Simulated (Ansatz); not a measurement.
Total energies of CH$_{9}$GeNSi, SMILES `[CH3][GeH]([NH2])[SiH3]`.

Cartesian coordinates in Å:
```
C -0.791 -1.671 -0.450
Ge 0.210 -0.307 0.522
N 1.974 -0.450 -0.032
Si -0.711 1.874 0.147
H -0.332 -2.646 -0.281
H -0.781 -1.459 -1.521
H -1.828 -1.701 -0.114
H 0.235 -0.616 2.034
H 2.118 -0.185 -0.998
H 2.619 0.088 0.533
H 0.070 2.907 0.882
H -0.650 2.200 -1.306
H -2.133 1.966 0.582
```

Charge 0, multiplicity 1. Correlated methods include outer-core shells of Ge, which these sets cover unevenly. Scalar relativity is left out up to krypton. All single points use the PBE0-D4/def2-TZVP geometry. It is one conformer, not always the lowest. Basis def2-TZVPP, the Gaussian-basis code of Ansatz.

RPA on PBE orbitals: Hartree–Fock energy of these orbitals -2461.85880 Eh, correlation -1.34050 Eh (frozen core).

```tsv
functional	energy without D4 (Eh)	D4 term (kJ/mol)
PBE	-2464.23031	-25.8
B97M-V	-2464.36482	–
B3LYP	-2464.91175	-41.4
r2SCANh	-2464.72624	-7.0
r2SCAN0	-2464.70767	-7.8
HSE06 (plane-wave form)	-2464.31912	-20.8
BHLYP	-2464.75173	-33.7
LC-ωPBE	-2464.41877	–
B2PLYP	-2464.25525	–
PBE-QIDH	-2463.90930	–
```

(1) Give the same for LDA (SPW92), revPBE, BLYP, r2SCAN, PBE0, CAM-B3LYP, ωB97X-V, ωB97M-V. (Best estimate.)

B3LYP takes the VWN-RPA correlation (the form of Gaussian; ORCA's B3LYP/G). HSE06 is the plane-wave form, built on full-range PBE exchange. The double hybrids freeze the cores in their second-order part.

## Answers

(1) Ansatz gave: 
```json
{"functional": "LDA (SPW92)", "energy without D4 (Eh)": "-2459.62743", "D4 term (kJ/mol)": "–"}
{"functional": "revPBE", "energy without D4 (Eh)": "-2464.58090", "D4 term (kJ/mol)": "-70.9"}
{"functional": "BLYP", "energy without D4 (Eh)": "-2464.82762", "D4 term (kJ/mol)": "-55.0"}
{"functional": "r2SCAN", "energy without D4 (Eh)": "-2464.73957", "D4 term (kJ/mol)": "-6.5"}
{"functional": "PBE0", "energy without D4 (Eh)": "-2464.33139", "D4 term (kJ/mol)": "-22.1"}
{"functional": "CAM-B3LYP", "energy without D4 (Eh)": "-2464.90838", "D4 term (kJ/mol)": "-22.7"}
{"functional": "ωB97X-V", "energy without D4 (Eh)": "-2464.57072", "D4 term (kJ/mol)": "–"}
{"functional": "ωB97M-V", "energy without D4 (Eh)": "-2464.63043", "D4 term (kJ/mol)": "–"}
```

LC-ωPBE has ω = 0.4 bohr⁻¹.
